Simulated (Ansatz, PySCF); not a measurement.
ZrF2, SMILES [Zr]([F])[F] (connectivity only; charge and spin as stated), neutral, multiplicity 3. Atoms are numbered in the order given.

```xyz
3

Zr     0.0000     0.0000     0.3200
F      0.0000    -1.7571    -0.4274
F      0.0000     1.7571    -0.4274
```
Charge 0, spin multiplicity 3.

Coordinates come from a PBE0-D3(BJ)/def2-TZVP optimisation. The spin state was assumed, not searched. The def2 effective core potentials stand for the cores of Zr; spin–orbit coupling is left out.

Two levels are set side by side: PBE-D3(BJ)/def2-TZVP (Ansatz, a program for electronic structure) and PBE0-D3(BJ)/def2-TZVP (Ansatz). Each level has its own optimised geometry; the coordinates shown are those of the second. Frequencies come from the Hessian of PySCF at each geometry. Differences are taken from unrounded values.

```tsv
quantity	PBE0-D3(BJ)
mean bond length (Å)	1.909
bond Zr1–F2 (Å)	1.909
bond Zr1–F3 (Å)	1.909
highest harmonic wavenumber (cm⁻¹)	651
mean harmonic wavenumber (cm⁻¹)	469
zero-point energy (kcal/mol)	2.01
```

What does PBE-D3(BJ) give, and how far is it from PBE0-D3(BJ)? (Estimate from the structure and the level; the computed values follow.)


```json
[
 {"quantity": "mean bond length (Å)", "PBE-D3(BJ)": "1.918", "PBE-D3(BJ) minus PBE0-D3(BJ)": "0.008"},
 {"quantity": "bond Zr1–F2 (Å)", "PBE-D3(BJ)": "1.918", "PBE-D3(BJ) minus PBE0-D3(BJ)": "0.008"},
 {"quantity": "bond Zr1–F3 (Å)", "PBE-D3(BJ)": "1.918", "PBE-D3(BJ) minus PBE0-D3(BJ)": "0.008"},
 {"quantity": "highest harmonic wavenumber (cm⁻¹)", "PBE-D3(BJ)": "636", "PBE-D3(BJ) minus PBE0-D3(BJ)": "-15"},
 {"quantity": "mean harmonic wavenumber (cm⁻¹)", "PBE-D3(BJ)": "460", "PBE-D3(BJ) minus PBE0-D3(BJ)": "-9"},
 {"quantity": "zero-point energy (kcal/mol)", "PBE-D3(BJ)": "1.97", "PBE-D3(BJ) minus PBE0-D3(BJ)": "-0.04"}
]
```

GGA bonds tend to be longer and softer than those of functionals with exact exchange. Differences between two approximate levels are no errors against the true value.
